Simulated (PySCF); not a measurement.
CH10N2OSi3.
Geometry (GFN2-xTB, Å), atoms numbered from 1 in this order:
```
atom  x, y, z in Å
C1     2.4594    0.2626   -1.0247
Si2    1.2174   -0.2285    0.3313
N3    -0.0750   -1.1431   -0.3873
Si4   -1.7254   -0.9225    0.0830
O5    -2.7612   -0.9817   -1.1686
N6    -1.6236    0.6338    0.8322
Si7   -0.1223    1.3836    1.2759
H8     2.0181    0.9152   -1.7724
H9     2.8474   -0.6126   -1.5374
H10    3.3068    0.7833   -0.5903
H11    1.9431   -1.1081    1.2798
H12    0.1344   -1.9402   -0.9647
H13   -2.2627   -1.9666    0.9441
H14   -2.6509   -0.3909   -1.9093
H15   -2.4899    1.0518    1.1272
H16   -0.0764    1.5225    2.7426
H17   -0.1461    2.7534    0.7287
```

Method used: PySCF, TDDFT CAM-B3LYP/def2-SVPD, vertical, gas phase, core orbitals frozen in the response.

Kohn–Sham orbitals with the atoms that hold most of them (Löwdin shares over 4%, at most four atoms; ? is withheld):

| orbital | ε (eV) | atoms |
| --- | --- | --- |
| LUMO+2 | 1.44 | Si7 31%, Si2 19%, H17 9%, H11 9% |
| LUMO+1 | 1.02 | Si2 21%, C1 15%, Si7 12%, H9 6% |
| LUMO | 0.61 | Si7 21%, Si4 17%, Si2 12%, O5 7% |
| HOMO | -8.57 | ? |
| HOMO-1 | -8.93 | ? |
| HOMO-2 | -9.48 | Si7 29%, Si2 28%, C1 11%, H16 6% |
| HOMO-3 | -10.58 | O5 34%, C1 13%, N3 12%, Si2 10% |

Give the leading atoms of the HOMO.

N3 (bonded to 2 Si and H) 32%; N6 (bonded to 2 Si and H) 30%; Si2 (bonded to C, N, Si and H) 6%; Si7 (bonded to N, Si and 2 H) 6%. By element: nitrogen 61%, silicon 12% or more.

Give the leading atoms of the HOMO-1.

N6 (bonded to 2 Si and H) 26%; N3 (bonded to 2 Si and H) 21%; Si4 (bonded to 2 N, O and H) 10%; Si7 (bonded to N, Si and 2 H) 8%. By element: nitrogen 47%, silicon 18% or more.

How does S1 compare with the orbital gap of 9.18 eV?

S1 is at 6.02 eV (f = 0.0018), 3.16 eV below the gap, made of HOMO→LUMO (82%). Without the coupling terms of the response equations the lowest excitation would equal the gap.

Next come S2 at 6.44 eV (f 0.0060), HOMO-1→LUMO (64%), HOMO→LUMO+2 (8%); S3 at 6.70 eV (f 0.018), HOMO→LUMO+1 (54%), HOMO-1→LUMO+1 (10%), HOMO→LUMO+2 (9%); S4 at 6.88 eV (f 0.028), HOMO-2→LUMO (69%); S5 at 7.15 eV (f 0.034), HOMO→LUMO+2 (26%), HOMO→LUMO+4 (25%), HOMO-1→LUMO+1 (24%).

Löwdin shares depend on the basis, the more so with diffuse functions.

One conformer stands for the species.
